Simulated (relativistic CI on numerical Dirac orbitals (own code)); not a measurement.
Hyperfine structure of Ta LXV, mass number 181

Method of calculation: Dirac-Coulomb-Breit CI, separate exchange-only KLI orbitals for each configuration, QED by a radiative potential, unscaled Slater integrals (own radial code, finite nucleus).

CI space (outside the closed core 1s2): 2s2.2p5, 2s.2p6, 2p6.3s, 2s2.2p4.3s, 2p6.3p, 2p6.3d, 2s2.2p4.3p, 2s2.2p4.3d, 2s.2p5.3s, 2s.2p5.3p, 2s.2p5.3d, 2s2.2p4.4s, 2s2.2p4.4p, 2s2.2p4.4d, 2s2.2p4.4f, 2s2.2p3.3s2. Levels of other configurations are missing.

Nuclear spin I = 7/2, μ = 2.365 μN, Q = 3.17 b (tables of Stone and Pyykkö). The electronic factors are computed for point nuclear moments, without core polarisation or the Bohr-Weisskopf and QED corrections.

| Level | E (eV) | A (GHz) | B (GHz) |
| --- | --- | --- | --- |
| 2s2.2p5 2P°_3/2 | 0.00 | 530.7 | -4860 |
| 2s2.2p5 2P°_1/2 | 1305.60 | 4679 |  |
| 2s.2p6 2S_1/2 | 1775.26 | 14620 |  |
| 2s2.2p4.3s 4P_5/2 | 8217.28 | 1238 | 302 |
| 2s2.2p4.3s 2P_3/2 | 8228.17 | -178.9 | 117 |
| 2s2.2p4.3s 2S_1/2 | 8281.13 | 4071 |  |
| 2s2.2p4.3p 2P°_1/2 | 8411.40 | 1336 |  |
| 2s2.2p4.3p 2D°_5/2 | 8716.90 | 388.9 | -98.4 |

Levels with J = 0, under 50 % of one LS term, or S terms without an open s electron are left out. Small factors come from cancelling terms and can be off by tens of per cent or more.

At this charge energies of transitions that change n are usually good to better than 1 %, and those within a shell (Δn = 0) to a few per cent.

Task: Give the hyperfine levels of 2s2.2p5 2P°_1/2 relative to its centre of gravity.

Result: With K = F(F + 1) − I(I + 1) − J(J + 1), E = AK/2: F = 3: -10530, F = 4: 8189 GHz.

LS names give the leading component of a level, which can be under half, so a name can repeat, a term be missing and a line seem to break the LS rules.
